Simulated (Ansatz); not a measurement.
Reactions of C2H6FMoNO2, SMILES `C[N]=[Mo](=[O])([F])[O]C`.

Calculated with Ansatz (gas phase, PBE0-D4/def2-TZVP geometries, no zero-point term in ΔE). CCSD(T)/CBS adds triple-zeta CCSD(T) − MP2 to the extrapolated MP2 energy (def2 sets, frozen cores). This one scheme is used for every species. Triplets are unrestricted, without spin–orbit coupling. Elements past krypton have def2 core potentials. For Mo outer-core shells are correlated without core-valence functions, which leaves a few kJ/mol of doubt a bond. Each species was taken in one conformer, which may not be the lowest.

Problem. Order these by ΔE at CCSD(T)/CBS, lowest first. (Estimate.)
A. `C[N]=[Mo](=[O])([F])[O]C` + H₂O → `C[N]=[Mo](=[O])([OH])[F]` + CH₃OH
B. `C[N]=[Mo](=[O])([F])[O]C` → `C[N](C)[Mo](=[O])(=[O])[F]`
C. `C[N]=[Mo](=[O])([F])[O]C` + `FC(F)(F)[SiH3]` → `C[SiH2]C(F)(F)F` + `C[N]=[Mo](=[O])([OH])[F]`
D. `C[N]=[Mo](=[O])([F])[O]C` + `[OH][AlH][SH]` → `C[S][AlH][OH]` + `C[N]=[Mo](=[O])([OH])[F]`
E. `C[N]=[Mo](=[O])([F])[O]C` → `[CH2]` (triplet) + `C[N]=[Mo](=[O])([OH])[F]`

Solution. C (-0.97 eV), B (-0.58 eV), D (-0.27 eV), A (+0.17 eV), E (+4.05 eV).

Largest T1 diagnostic: 0.022, for `C[N](C)[Mo](=[O])(=[O])[F]`.
